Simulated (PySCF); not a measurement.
Molecule (SMILES): C=[SiH2] (CH2-SiH2).
Geometry (B3LYP-D3(BJ)/def2-TZVP, fixed):
```xyz
6

C     -1.1498    -0.0548    -0.0450
Si     0.5479     0.0261     0.0215
H     -1.7685     0.8316    -0.0996
H     -1.6839    -0.9961    -0.0356
H      1.3979    -1.1745     0.0958
H      1.2833     1.3023     0.0091
```
Charge 0, spin multiplicity 1.

Basis-set convergence of the isotropic shielding of Si2 at PBE with PySCF. GIAO, no density fitting; atoms are numbered in the order shown. All functions are spherical. Core-valence sets carry the plain set on hydrogen. No added dispersion term, no relativity. Reference: the value in pcseg-3, 249.84 ppm, itself unsure by roughly 6.37 ppm (its distance from pcSseg-2). Deviations are taken from unrounded values. Cost is core time over that of 6-311+G**, rough, on shared machines of one kind; a dash marks a row that isn't timed (too short, read off another run, short of memory, by another algorithm or on other hardware).

| basis | functions | isotropic shielding of Si2 (ppm) | minus reference (ppm) | cost |
|---|---|---|---|---|
| pcseg-0 | 30 | 288.34 | 38.50 | - |
| def2-SV(P) | 40 | 325.32 | 75.48 | - |
| def2-SVP | 52 | 328.18 | 78.34 | 0.6× |
| pcseg-1 | 52 | 267.85 | 18.01 | 0.7× |
| 6-311+G** | 76 | 264.12 | 14.28 | 1× |
| def2-SVPD | 76 | 332.32 | 82.47 | 1× |
| 6-311++G(2d,2p) | 102 | 257.81 | 7.97 | 1× |
| pcseg-2 | 120 | 256.63 | 6.79 | 2× |
| jun-cc-pV(T+d)Z | 143 | 264.30 | 14.46 | 3× |
| 6-311++G(3df,3pd) | 158 | 255.27 | 5.43 | 3× |
| cc-pCVTZ | 158 | 260.37 | 10.53 | 4× |
| aug-pcseg-2 | 188 | 257.18 | 7.34 | 6× |
| def2-QZVPP | 247 | 249.03 | -0.81 | 20× |
